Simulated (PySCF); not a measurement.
## C (carbon, neutral) across methods

[He] 2s2 2p1 3d1, one real determinant (an excited configuration). All numbers are calculated (PySCF 2.14, no relativity, point nucleus, in aug-cc-pVTZ with one added diffuse shell each of s, p, d, f type (6s5p4d3f, 62 functions)).

| method | E (hartree) | mean ε 2s β (eV) | mean ε 2p α (eV) | mean ε 3d α (eV) | Σ⟨r²⟩ (bohr²) | ⟨S²⟩ |
| --- | --- | --- | --- | --- | --- | --- |
| UHF | -37.33913 | -25.326 | -20.616 | -1.201 | 61.27 | 2.006 |
| PBE0 | -37.4445 | -21.939 | -15.533 | -0.797 | 60.76 | 2.003 |
| BLYP | -37.4932 | -20.283 | -13.682 | -0.490 | 60.83 | 2.002 |
| wB97M-V | -37.4738 | -24.343 | -17.413 | -0.860 | 57.36 | 2.001 |
| B3LYP | -37.5003 | -21.665 | -15.280 | -0.752 | 60.63 | 2.002 |
| PBE | -37.4389 | -20.400 | -13.696 | -0.598 | 60.73 | 2.002 |
| LDA | -37.1001 | -20.254 | -13.514 | -0.447 | 59.86 | 2.001 |
| TPSSh | -37.5025 | -21.183 | -14.888 | -0.596 | 61.07 | 2.003 |
| r2SCAN | -37.4625 | -20.644 | -14.413 | -0.465 | 61.08 | 2.005 |

⟨L²⟩ = 8.02 against 12 for a pure F term, so this real determinant mixes terms. The outer electron is Rydberg-like, and this basis confines it to a smaller radius and binds it less than a complete one would.
